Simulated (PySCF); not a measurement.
**Kr(2+) (krypton, charge +2) across methods**

[Ar] 3d10 4s2 4p4, high-spin 3P determinant. Computed with PySCF 2.14 in aug-cc-pVTZ-PP with ECP10MDF (6s5p4d2f, 55 functions), with a scalar-relativistic core potential.

```tsv
method	E (hartree)	mean ε 4s β (eV)	mean ε 4p α (eV)	mean ε 4p β (eV)	Σ⟨r²⟩ (bohr²)	⟨S²⟩
r2SCAN	-462.0310	-44.997	-32.442	-30.272	25.27	2.004
M06-L	-462.2046	-44.751	-32.262	-29.946	25.21	2.004
PBE0	-462.1359	-46.533	-33.567	-31.417	25.36	2.003
M06-2X	-462.3642	-47.538	-34.915	-32.845	25.50	2.004
UHF	-460.86435	-50.695	-37.911	-35.147	25.49	2.008
LDA	-461.5194	-45.157	-31.838	-29.900	25.39	2.001
LC-wPBE	-462.2163	-49.826	-36.517	-34.485	25.35	2.003
revPBE	-462.2317	-44.540	-31.782	-29.775	25.39	2.003
```

Q: Estimate the same row for PBE.

A: E (hartree) = -462.1595; mean ε 4s β (eV) = -44.681; mean ε 4p α (eV) = -31.793; mean ε 4p β (eV) = -29.799; Σ⟨r²⟩ (bohr²) = 25.40; ⟨S²⟩ = 2.002.

Energies and moments cover only the electrons outside the core potential.
